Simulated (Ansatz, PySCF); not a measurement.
The pair A = CH4 (SMILES C) (first 5 atoms), B = SO2 (SMILES O=S=O); geometry from B3LYP-D3(BJ)/def2-TZVP.
(charge 0, multiplicity 1):
```xyz
8

C     -0.0076     0.0600    -0.0571
H     -0.0963     1.0543     0.3784
H     -0.7896    -0.5861     0.3394
H     -0.1105     0.1292    -1.1388
H      0.9709    -0.3594     0.1792
O      0.1651     1.2092     3.4730
S      0.4066    -0.2034     3.3508
O     -0.7124    -1.1056     3.4026
```

Frozen-core correlation. CBS: X⁻³ extrapolation of the correlation energy, Hartree–Fock from the larger set. MP2 and its Hartree–Fock in aug-cc-pV(T+d)Z are density fitted.

The values were computed with Ansatz (Gaussian basis) for Hartree–Fock, density functionals and correlated methods; PySCF for the dispersion terms. 

The monomers are drawn apart, rigid, along the line of their centres of mass. Counterpoise-corrected interaction energies (kcal/mol):

| level | R = 4.833 Å | R = 6.210 Å |
|---|---|---|
| PBE-D3(BJ)/def2-TZVPPD | -0.4159 | -0.0828 |
| wB97M-V/def2-TZVPPD | -0.3203 | -0.0724 |
| MP2/CBS(aug-cc-pV(D+d)Z, aug-cc-pV(T+d)Z) + ΔCCSD(T)/aug-cc-pV(D+d)Z | -0.3117 | -0.0690 |

Problem. R is the distance of the centres of mass. Find the local exponent m of E ∝ R⁻ᵐ between the two points.

Solution. 
m = ln(E₁/E₂)/ln(R₂/R₁): PBE-D3(BJ)/def2-TZVPPD 6.4; wB97M-V/def2-TZVPPD 5.9; MP2/CBS(aug-cc-pV(D+d)Z, aug-cc-pV(T+d)Z) + ΔCCSD(T)/aug-cc-pV(D+d)Z 6.0. For scale, two fixed dipoles give m = 3, dipole and quadrupole 4, quadrupoles 5, and dispersion or dipole-induced dipole 6 at long range; at these distances several terms mix, and what is left of overlap and damping shifts m, so it need not match one of them.

Ansatz is a quantum-chemistry and plane-wave program.
